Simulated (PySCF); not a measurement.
B(OH)(OMe)(NH2) (CH₆BNO₂), SMILES COB(N)O. Atoms are numbered in the order given.

```xyz
11

B     -0.0593    -0.5213     0.0000
O     -0.8560    -1.6359     0.0000
H     -0.3597    -2.4564     0.0000
O     -0.7316     0.6714     0.0000
C     -0.0592     1.8890     0.0000
H      0.5790     2.0175    -0.8953
H     -0.7988     2.7035     0.0000
H      0.5790     2.0175     0.8953
N      1.3601    -0.5835     0.0000
H      1.9477     0.2371     0.0000
H      1.8847    -1.4455     0.0000
```
Charge 0, spin multiplicity 1.

The structure is a stationary point at PBE0-D3(BJ)/def2-SVP. One conformer was computed; it need not be the lowest.

Calculation: HF/def2-TZVP in PySCF.

Symmetry labels are those of the subgroup Cs that the program uses (full group Cs).

Task: List the valence orbital energies around the gap with their symmetry. (An estimate is asked for; the answer gives what the named calculation found.)

Result: 
```json
[
 {"orbital": "HOMO−7", "symmetry": "A\"", "energy (eV)": "-17.24"},
 {"orbital": "HOMO−6", "symmetry": "A'", "energy (eV)": "-17.20"},
 {"orbital": "HOMO−5", "symmetry": "A'", "energy (eV)": "-16.13"},
 {"orbital": "HOMO−4", "symmetry": "A'", "energy (eV)": "-14.83"},
 {"orbital": "HOMO−3", "symmetry": "A\"", "energy (eV)": "-14.67"},
 {"orbital": "HOMO−2", "symmetry": "A'", "energy (eV)": "-12.99"},
 {"orbital": "HOMO−1", "symmetry": "A\"", "energy (eV)": "-12.27"},
 {"orbital": "HOMO", "symmetry": "A\"", "energy (eV)": "-11.42"},
 {"orbital": "LUMO", "symmetry": "A'", "energy (eV)": "3.06"},
 {"orbital": "LUMO+1", "symmetry": "A'", "energy (eV)": "3.95"},
 {"orbital": "LUMO+2", "symmetry": "A'", "energy (eV)": "4.82"},
 {"orbital": "LUMO+3", "symmetry": "A\"", "energy (eV)": "5.08"}
]
```
